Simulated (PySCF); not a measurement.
The PySCF input:
```python
from pyscf import gto, scf, mp

mol = gto.M(
    atom='''
C     1.940207   -0.132291    1.306525
C     1.510494   -0.093841   -0.100610
C     1.861489   -1.374939   -0.860278
N     0.079274    0.211322   -0.200434
Si   -0.436117    1.682676   -0.922295
C    -0.807924   -0.656855    0.556273
C    -1.761035   -1.410085   -0.373450
C    -1.593700    0.105136    1.622954
H     1.705551    0.695831    1.947471
H     2.329518   -1.027933    1.750743
H     2.013472    0.743699   -0.607936
H     1.529162   -1.293483   -1.892199
H     2.937701   -1.528187   -0.845974
H     1.381991   -2.239172   -0.406917
H     0.478256    1.929332   -2.039308
H    -1.804331    1.521823   -1.413259
H    -0.399093    2.839028   -0.010100
H    -0.175450   -1.390515    1.071377
H    -1.200112   -1.926593   -1.147821
H    -2.450271   -0.719511   -0.850411
H    -2.334832   -2.141280    0.191656
H    -2.274210    0.813585    1.158010
H    -2.170836   -0.588231    2.230934
H    -0.912984    0.652134    2.270425
''',
    basis='3-21g',
    charge=0,
    spin=1,
    verbose=5,
)

mf = scf.UHF(mol)
mf.kernel()

pt = mp.MP2(mf, frozen=11)
pt.kernel()
print('E(MP2) = %.10f' % pt.e_tot)
```

Task: What does this run give for the nuclear repulsion energy, SCF-reference dipole moment, SCF-reference Mulliken (on the basis functions themselves) charges in atom order, number of basis functions, total energy, MP2 correlation energy?

Result: 
- nuclear repulsion energy: 495.7866 Eh
- SCF-reference dipole moment: 0.95 D
- SCF-reference Mulliken (on the basis functions themselves) charges in atom order: C1 -0.35, C2 -0.09, C3 -0.55, N4 -1.00, Si5 1.20, C6 -0.02, C7 -0.55, C8 -0.58, H9 0.21, H10 0.20, H11 0.22, H12 0.21, H13 0.19, H14 0.20, H15 -0.23, H16 -0.23, H17 -0.24, H18 0.22, H19 0.21, H20 0.20, H21 0.18, H22 0.20, H23 0.20, H24 0.21
- number of basis functions: 108
- total energy: -577.4067 Eh
- MP2 correlation energy: -0.6932 Eh

These values belong to the state on which the SCF converged, which isn't shown to be the lowest.
